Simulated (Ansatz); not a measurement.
Start from `[SiH3][SiH](S)Br` and change one atom or group to get `F[SiH]([SiH3])S`.

Ansatz, PBE0-D4/def2-TZVP geometries, multiplicity 1. Each molecule was computed in one conformer, which needn't be the lowest.

Scalar relativity is left out up to krypton. Spin–orbit coupling is left out; it splits and shifts lone-pair levels of the heavy atoms by tenths of an eV.

```
                                      property  `[SiH3][SiH](S)Br`
size of the dipole moment (PBE/def2-TZVPP) / D                1.06
       HOMO–LUMO gap (ωB97M-V/def2-TZVPP) / eV               11.15
          HOMO–LUMO gap (PBE0/def2-TZVPP) / eV                7.13
             HOMO energy (PBE/def2-TZVPP) / eV               -6.59
         HOMO–LUMO gap (B3LYP/def2-TZVPP) / eV                6.69
           HOMO energy (B3LYP/def2-TZVPP) / eV               -7.55
```

(1) What does the change do to each property? (Estimate.)

Answers

(1) Computed: 
```tsv
property	`F[SiH]([SiH3])S`	shift
size of the dipole moment (PBE/def2-TZVPP) / D	1.28	0.22
HOMO–LUMO gap (ωB97M-V/def2-TZVPP) / eV	11.33	0.18
HOMO–LUMO gap (PBE0/def2-TZVPP) / eV	7.42	0.29
HOMO energy (PBE/def2-TZVPP) / eV	-6.67	-0.08
HOMO–LUMO gap (B3LYP/def2-TZVPP) / eV	7.01	0.32
HOMO energy (B3LYP/def2-TZVPP) / eV	-7.62	-0.07
```

With PBE0 the HOMO falls by 0.06 eV and the LUMO rises by 0.23 eV, so the gap widens by about 0.29 eV. PBE moves the HOMO by -0.08 eV and ωB97M-V by -0.01 eV. Dipoles are sizes alone; their direction can turn.

Positive LUMOs are unbound, so they and the gaps depend on the basis.

B3LYP here is the variant with VWN-RPA as its local correlation; programs differ in this.
